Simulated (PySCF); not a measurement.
**Fe⁺ (iron, charge +1) across methods**

[Ar] 3d6 4p1, one real determinant (an excited configuration). All numbers are calculated (PySCF 2.14, the non-relativistic Hamiltonian (point nucleus), in aug-cc-pVTZ with one added diffuse shell each of s, p, d, f, g type (9s8p6d4f3g, 118 functions)).

```json
{"method": "PBE", "E (hartree)": "-1262.976", "mean ε 3d α (eV)": "-18.822", "mean ε 3d β (eV)": "-15.448", "mean ε 4p α (eV)": "-8.871", "Σ⟨r²⟩ (bohr²)": "29.10", "⟨S²⟩": "8.751"}
{"method": "PBE0", "E (hartree)": "-1263.015", "mean ε 3d α (eV)": "-21.362", "mean ε 3d β (eV)": "-17.554", "mean ε 4p α (eV)": "-9.448", "Σ⟨r²⟩ (bohr²)": "29.14", "⟨S²⟩": "8.752"}
{"method": "LDA", "E (hartree)": "-1260.734", "mean ε 3d α (eV)": "-19.088", "mean ε 3d β (eV)": "-15.436", "mean ε 4p α (eV)": "-8.931", "Σ⟨r²⟩ (bohr²)": "28.90", "⟨S²⟩": "8.751"}
{"method": "r2SCAN", "E (hartree)": "-1263.206", "mean ε 3d α (eV)": "-19.231", "mean ε 3d β (eV)": "-15.495", "mean ε 4p α (eV)": "-8.976", "Σ⟨r²⟩ (bohr²)": "28.89", "⟨S²⟩": "8.752"}
{"method": "M06", "E (hartree)": "-1263.157", "mean ε 3d α (eV)": "-21.411", "mean ε 3d β (eV)": "-16.944", "mean ε 4p α (eV)": "-9.221", "Σ⟨r²⟩ (bohr²)": "29.14", "⟨S²⟩": "8.756"}
{"method": "wB97X-V", "E (hartree)": "-1263.075", "mean ε 3d α (eV)": "-23.715", "mean ε 3d β (eV)": "-20.175", "mean ε 4p α (eV)": "-11.064", "Σ⟨r²⟩ (bohr²)": "29.29", "⟨S²⟩": "8.752"}
{"method": "UHF", "E (hartree)": "-1262.05835", "mean ε 3d α (eV)": "-28.444", "mean ε 3d β (eV)": "-22.970", "mean ε 4p α (eV)": "-10.775", "Σ⟨r²⟩ (bohr²)": "29.92", "⟨S²⟩": "8.754"}
```

Problem. Estimate the same row for PW91.

Solution. E (hartree) = -1263.310; mean ε 3d α (eV) = -18.900; mean ε 3d β (eV) = -15.566; mean ε 4p α (eV) = -8.924; Σ⟨r²⟩ (bohr²) = 29.05; ⟨S²⟩ = 8.751.

⟨L²⟩ = 8.01 against 12 for a pure F term, so this real determinant mixes terms.
